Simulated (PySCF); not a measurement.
B(F)(NCO)(OMe) (C₂H₃BFNO₂), SMILES COB(F)N=C=O. Heavy atoms are numbered as in [B:1]([F:2])([N:3]=[C:4]=[O:5])[O:6][CH3:7]. Hydrogens are named by the atom that carries them.

Geometry: r2SCAN-D4/def2-SVP. The structure was generated by enumeration, and PubChem lists no compound with its InChIKey, so it may never have been made. Other conformers were not sampled.

Calculation: PBE0/pcSseg-1 (PySCF).

GIAO shieldings, no solvent; atoms alike by connectivity are averaged. δ = σ(ref) − σ: ¹¹B against BF3 (σ = 88.8 ppm); ¹⁹F against CFCl3 (σ = 167.2 ppm); ¹⁵N against NH3 (σ = 267.4 ppm); ¹³C against TMS (σ = 186.3 ppm); ¹⁷O against H2O (σ = 334.2 ppm); ¹H against TMS (σ = 31.56 ppm), references at their B3LYP-D3(BJ)/def2-TZVP geometries, non-relativistic.

```json
[
 {"nucleus": "¹¹B", "atoms": "B1", "count": "1", "δ (ppm)": "2.5"},
 {"nucleus": "¹⁹F", "atoms": "F2", "count": "1", "δ (ppm)": "-108.8"},
 {"nucleus": "¹⁵N", "atoms": "N3", "count": "1", "δ (ppm)": "57.2"},
 {"nucleus": "¹³C", "atoms": "C4", "count": "1", "δ (ppm)": "132.4"},
 {"nucleus": "¹³C", "atoms": "C7 (CH3)", "count": "1", "δ (ppm)": "57.5"},
 {"nucleus": "¹⁷O", "atoms": "O5", "count": "1", "δ (ppm)": "161.5"},
 {"nucleus": "¹⁷O", "atoms": "O6", "count": "1", "δ (ppm)": "102.1"},
 {"nucleus": "¹H", "atoms": "H on C7", "count": "3", "δ (ppm)": "4.12"}
]
```
